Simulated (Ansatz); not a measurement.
trifluoroacetic acid (C2HF3O2), singlet, geometry from GFN2-xTB. Base run: MP2/def2-SV(P) (Ansatz, a first-principles code).

The Ansatz input:
Ansatz 0.2 input:
```yaml
crystal:
  periodic: [false, false, false]
  atoms:
    - {symbol: O, position_ang: [1.58117628, -0.84821747, 0.38900017]}
    - {symbol: C, position_ang: [0.94347052, 0.23215721, -0.01055559]}
    - {symbol: O, position_ang: [1.42485188, 1.27590560, -0.32008031]}
    - {symbol: C, position_ang: [-0.59069935, -0.04820435, -0.02532297]}
    - {symbol: F, position_ang: [-1.02806939, -0.38485394, 1.19219374]}
    - {symbol: F, position_ang: [-1.27633644, 1.01849029, -0.42372265]}
    - {symbol: F, position_ang: [-0.88562209, -1.05668212, -0.85174030]}
    - {symbol: H, position_ang: [2.54539899, -0.71781028, 0.41333544]}
basis:
  gaussian:
    orbitals: def2-SV_P_.json
magnetization: {spin_polarized: false}
correlation: {method: mp2}
```
The basis file holds def2-SV(P) in the JSON format of the Basis Set Exchange.

Q: The base was run again with changes. Order these runs by total energy, lowest first: method = rpa | reference functional = pbe0 | method = bccd.

A: method = rpa (ΔE vs base (mEh) -82.588), reference functional = pbe0 (ΔE vs base (mEh) -42.354), method = bccd (ΔE vs base (mEh) -12.921)
